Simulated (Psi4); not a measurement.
Cl2Se, charge +1, doublet, geometry from GFN2-xTB (a state made from the parent by changing its charge; the spin is typed, not shown lowest), with bond 2-1 at 2.0 times its length; Psi4 with BLYP/6-31G**.

Input for Psi4:
```
memory 2 GB

molecule mol {
1 2
Se    0.001260    0.001146    0.645959
Cl    2.090065    2.528189   -1.946452
Cl   -1.048182   -1.266959   -0.641672
}

set {
  basis 6-31g**
  reference uks
  diis_max_vecs 3
}

energy('blyp')
print_variables()
```

Output, abridged:

```
   => Loading Basis Set <=

    Name: 6-31G**
    Role: ORBITAL
    Keyword: BASIS

         ---------------------------------------------------------
                                   SCF
               by Justin Turney, Rob Parrish, Andy Simmonett
                          and Daniel G. A. Smith
                              UKS Reference
         ---------------------------------------------------------

  ==> Geometry <==

    Molecular point group: cs
    Full point group: Cs

    Geometry (in Angstrom), charge = 1, multiplicity = 2:

       Center              X                  Y                   Z               Mass
    ------------   -----------------  -----------------  -----------------  -----------------
         SE           0.380958040839    -0.905417411791     0.000000000000    79.916521800000
         CL          -2.897616606776     1.686993767943     0.000000000000    34.968852682000
         CL           2.026989198651     0.382213677481     0.000000000000    34.968852682000

  Running in cs symmetry.

  Rotational constants: A =      0.19028  B =      0.03178  C =      0.02723 [cm^-1]
  Rotational constants: A =   5704.57563  B =    952.77362  C =    816.41641 [MHz]
  Nuclear repulsion =  249.556138561325412

  Charge       = 1
  Multiplicity = 2
  Electrons    = 67
  Nalpha       = 34
  Nbeta        = 33

  ==> Algorithm <==

  SCF Algorithm Type is DF.
  DIIS enabled.
  MOM disabled.
  Fractional occupation disabled.
  Guess Type is SAD.
  Energy threshold   = 1.00e-06
  Density threshold  = 1.00e-06
  Integral threshold = 1.00e-12

  ==> Primary Basis <==

  Basis Set: 6-31G**
    Blend: 6-31G**
    Number of shells: 28
    Number of basis functions: 73
    Number of Cartesian functions: 73
    Spherical Harmonics?: false
    Max angular momentum: 2

  ==> DFT Potential <==

   => LibXC <=

    Version 7.1.2
    S. Lehtola, C. Steigemann, M. J. T. Oliveira, and M. A. L. Marques,  SoftwareX 7, 1–5 (2018) (10.1016/j.softx.2017.11.002)

   => Composite Functional: BLYP <=

    BLYP GGA Exchange-Correlation Functional

    P.J. Stephens et. al., J. Phys. Chem., 98, 11623-11627, 1994
    B. Miehlich et. al., Chem. Phys. Lett., 157(3), 200-206 1989

    Deriv               =              1
    GGA                 =           TRUE
    Meta                =          FALSE

    Exchange Hybrid     =          FALSE
    MP2 Hybrid          =          FALSE

   => Exchange Functionals <=

    1.0000     XC_GGA_X_B88

   => Correlation Functionals <=

    1.0000     XC_GGA_C_LYP

   => LibXC Density Thresholds  <==

    XC_GGA_C_LYP:  1.00E-14
    XC_GGA_X_B88:  1.00E-15

   => Molecular Quadrature <=

    Radial Scheme          =       TREUTLER
    Pruning Scheme         =           NONE
    Nuclear Scheme         =       TREUTLER

    Blocking Scheme        =         OCTREE
    BS radius alpha        =              1
    Pruning alpha          =              1
    Radial Points          =             75
    Spherical Points       =            302
    Total Points           =          62815
    Total Blocks           =            560
    Max Points             =            256
    Max Functions          =             67
    Weights Tolerance      =       1.00E-15

   => Loading Basis Set <=

    Name: (6-31G** AUX)
    Role: JKFIT
    Keyword: DF_BASIS_SCF

  ==> Integral Setup <==

  SCF_SUBTYPE=INCORE selected. In-core MEM_DF algorithm will be used.
  Using in-core AOs.

  ==> MemDFJK: Density-Fitted J/K Matrices <==

    J tasked:                   Yes
    K tasked:                    No
    wK tasked:                   No
    Algorithm:                 Core
    Schwarz Cutoff:           1E-12
    Mask sparsity (%):      14.4492
    Fitting Condition:        1E-10

   => Auxiliary Basis Set <=

  Basis Set: (6-31G** AUX)
    Blend: CC-PVDZ-JKFIT
    Number of shells: 119
    Number of basis functions: 469
    Number of Cartesian functions: 469
    Spherical Harmonics?: false
    Max angular momentum: 3

[...]
    NA   [    26,    8 ]
    NB   [    25,    8 ]

   @DF-UKS iter  77: -3320.19648648771772   -1.95159e+00   1.13765e-02 ADIIS/DIIS
    Occupation by irrep:
             Ap   App
    DOCC [    25,    8 ]
    SOCC [     0,    1 ]
    NA   [    25,    9 ]
    NB   [    25,    8 ]

   @DF-UKS iter  78: -3320.75172240731445   -5.55236e-01   9.10858e-03 ADIIS/DIIS
    Occupation by irrep:
             Ap   App
    DOCC [    25,    8 ]
    SOCC [     1,    0 ]
    NA   [    26,    8 ]
    NB   [    25,    8 ]

   @DF-UKS iter  79: -3320.82042161428308   -6.86992e-02   7.73453e-03 ADIIS/DIIS
    Occupation by irrep:
             Ap   App
    DOCC [    25,    8 ]
    SOCC [     0,    1 ]
    NA   [    25,    9 ]
    NB   [    25,    8 ]

   @DF-UKS iter  80: -3321.10282443954429   -2.82403e-01   4.69728e-03 ADIIS/DIIS
    Occupation by irrep:
             Ap   App
    DOCC [    25,    8 ]
    SOCC [     1,    0 ]
    NA   [    26,    8 ]
    NB   [    25,    8 ]

   @DF-UKS iter  81: -3321.13743655894950   -3.46121e-02   4.83011e-03 ADIIS/DIIS
   @DF-UKS iter  82: -3321.24972925289330   -1.12293e-01   7.05489e-04 ADIIS/DIIS
   @DF-UKS iter  83: -3321.24852122353104    1.20803e-03   9.91225e-04 ADIIS/DIIS
   @DF-UKS iter  84: -3321.24326470848109    5.25652e-03   1.41792e-03 ADIIS/DIIS
   @DF-UKS iter  85: -3321.24874385239991   -5.47914e-03   8.18360e-04 ADIIS/DIIS
   @DF-UKS iter  86: -3321.25139414167415   -2.65029e-03   1.78327e-04 ADIIS/DIIS
   @DF-UKS iter  87: -3321.25147407163422   -7.99300e-05   9.69052e-05 DIIS
   @DF-UKS iter  88: -3321.25119772118069    2.76350e-04   2.87822e-04 ADIIS/DIIS
   @DF-UKS iter  89: -3321.25138012358275   -1.82402e-04   1.79596e-04 ADIIS/DIIS
   @DF-UKS iter  90: -3321.25151513216906   -1.35009e-04   4.68298e-05 DIIS
   @DF-UKS iter  91: -3321.25150704699536    8.08517e-06   5.70458e-05 DIIS
   @DF-UKS iter  92: -3321.25150989029225   -2.84330e-06   5.53999e-05 DIIS
   @DF-UKS iter  93: -3321.25150854153162    1.34876e-06   5.41538e-05 DIIS
   @DF-UKS iter  94: -3321.25151451756165   -5.97603e-06   4.18118e-05 DIIS
   @DF-UKS iter  95: -3321.25151440693435    1.10627e-07   3.73654e-05 DIIS
   @DF-UKS iter  96: -3321.25151763399299   -3.22706e-06   3.41558e-05 DIIS
   @DF-UKS iter  97: -3321.25151072065455    6.91334e-06   4.58058e-05 DIIS
   @DF-UKS iter  98: -3321.25152055652416   -9.83587e-06   1.26077e-05 DIIS
   @DF-UKS iter  99: -3321.25151745912945    3.09739e-06   2.95138e-05 DIIS
   @DF-UKS iter 100: -3321.25152082724071   -3.36811e-06   8.01133e-06 DIIS

PsiException: Could not converge SCF iterations in 100 iterations.

  Failed to converge.

Traceback (most recent call last):
  File "psi4", line 375, in <module>
  File "<string>", line 25, in <module>
  File "site-packages/psi4/driver/driver.py", line 533, in energy
  File "site-packages/psi4/driver/procrouting/proc.py", line 2760, in run_scf
  File "site-packages/psi4/driver/procrouting/proc.py", line 2047, in scf_helper
  File "site-packages/psi4/driver/procrouting/scf_proc/scf_iterator.py", line 93, in scf_compute_energy
  File "site-packages/psi4/driver/procrouting/scf_proc/scf_iterator.py", line 86, in scf_compute_energy
  File "site-packages/psi4/driver/procrouting/scf_proc/scf_iterator.py", line 609, in scf_iterate

psi4.driver.p4util.exceptions.SCFConvergenceError: Could not converge SCF iterations in 100 iterations.

Printing out the relevant lines from the Psithon --> Python processed input file:
    ""","mol")
    core.IO.set_default_namespace("mol")
    core.set_global_option("BASIS", "6-31g**")
    core.set_global_option("REFERENCE", "uks")
    core.set_global_option("DIIS_MAX_VECS", 3)
--> energy('blyp')
    print_variables()

!-------------------------------------------------------!
!                                                       !
!  Could not converge SCF iterations in 100 iterations. !
!                                                       !
!-------------------------------------------------------!
```

The run did not converge; its last values are not results.
